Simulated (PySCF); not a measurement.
# Electric field gradients and quadrupole coupling constants

C₄H₈BNO₃.
Geometry (PBE0-D3(BJ)/def2-SVP, Å), atoms numbered from 1 in this order:
```xyz
17
C4H8BNO3 angstrom
N      2.6499   -0.1425    0.1648
C      1.6002   -0.9865    0.1452
O      1.6283   -2.1477    0.4991
C      0.3052   -0.3787   -0.3878
C     -0.8538   -0.6493    0.5545
C     -2.0999    0.0362    0.0360
O     -1.8629    1.4078   -0.2251
B     -0.6194    1.8454   -0.5275
O      0.4581    1.0098   -0.6248
H      3.5422   -0.4769    0.5017
H      2.5280    0.8164   -0.1315
H      0.1166   -0.8796   -1.3560
H     -0.6013   -0.2610    1.5559
H     -0.9939   -1.7347    0.6517
H     -2.9198   -0.0266    0.7673
H     -2.4520   -0.4456   -0.8931
H     -0.4441    3.0215   -0.7211
```

Field gradients from the PBE0/pcSseg-1 density (PySCF, non-relativistic), principal values in atomic units, ordered |Vxx| ≤ |Vyy| ≤ |Vzz|:

| atom | Vxx | Vyy | Vzz |
| --- | --- | --- | --- |
| N1 | 0.3841 | 0.5019 | -0.8860 |
| O3 | 0.7131 | 0.8457 | -1.5588 |
| O7 | -0.7508 | -0.7866 | 1.5374 |
| B8 | -0.0905 | -0.2538 | 0.3443 |
| O9 | -0.6565 | -0.8756 | 1.5320 |

Question: Find the asymmetry η = (Vxx − Vyy)/Vzz and the couplings χ = eQV/h (234.96 MHz × Q in barn × V in au), with Q(14N) = 0.02044 b, Q(17O) = −0.0256 b, Q(11B) = 0.04059 b.

Answer: 
```json
{"atom": "N1", "environment": "amide nitrogen", "nucleus": "14N", "η": "0.13", "χzz (MHz)": "-4.255", "χxx (MHz)": "1.845", "χyy (MHz)": "2.411"}
{"atom": "O3", "environment": "amide oxygen", "nucleus": "17O", "η": "0.09", "χzz (MHz)": "9.38", "χxx (MHz)": "-4.29", "χyy (MHz)": "-5.09"}
{"atom": "O7", "environment": "boron-bound oxygen", "nucleus": "17O", "η": "0.02", "χzz (MHz)": "-9.25", "χxx (MHz)": "4.52", "χyy (MHz)": "4.73"}
{"atom": "B8", "environment": "three-coordinate boron", "nucleus": "11B", "η": "0.47", "χzz (MHz)": "3.283", "χxx (MHz)": "-0.863", "χyy (MHz)": "-2.421"}
{"atom": "O9", "environment": "boron-bound oxygen", "nucleus": "17O", "η": "0.14", "χzz (MHz)": "-9.22", "χxx (MHz)": "3.95", "χyy (MHz)": "5.27"}
```

The gradient is axial or nearly so (η below 0.05) at O7. 

Question: What is Vzz at O9 in SI units (1 au = 9.71736 × 10²¹ V/m²)?

Answer: 1.5320 au = 14.887 × 10²¹ V/m².

Question: And the gradient at the other heavy atoms, for which no coupling is worked out here?

Answer: 
```csv
atom,environment,Vzz (au),η
C2,amide carbonyl carbon,0.420,0.45
C4,sp3 carbon bound to oxygen,0.399,0.09
C5,ring CH2 carbon,-0.067,0.85
C6,sp3 carbon bound to oxygen,0.410,0.17
```

Question: What couplings would deuterons (Q(2H) = 0.00286 b) have in place of the hydrogens, at this geometry?

Answer: 
```
atom  bonded to  bond length (Å)  Vzz (au)     η  χzz (kHz)
 H10         N1            1.011    0.4031  0.17        271
 H11         N1            1.011    0.3918  0.18        263
 H12         C4            1.106    0.2684  0.04        180
 H13         C5            1.103    0.2804  0.03        188
 H14         C5            1.099    0.2876  0.01        193
 H15         C6            1.100    0.2806  0.06        189
 H16         C6            1.104    0.2736  0.06        184
 H17         B8            1.205    0.2034  0.01        137
```

Geometry: PBE0-D3(BJ)/def2-SVP, one conformer, isolated molecule. These gradients aren't converged with respect to the basis.
